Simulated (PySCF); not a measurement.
Nb: excitation energy

Nb [Kr] 4d4 5s1 (6D) → Nb [Kr] 4d5 (6S), as a difference of total energies. All numbers are calculated (PySCF 2.14, a scalar-relativistic core potential, in def2-TZVPPD with the def2 core potential (28 electrons)). Correlated levels: valence: 4s2 4p6 frozen. The calculations carry no spin-orbit coupling.

```csv
method,excitation energy (eV)
UHF,1.754
MP2 (valence),1.487
SCS-MP2 (valence),1.665
CCSD (valence),1.485
CCSD(T) (valence),1.470
```

Question: How much does correlation contribute at CCSD(T) (valence)?

Answer: 1.470 − (1.754) = -0.284 eV, measured against UHF.
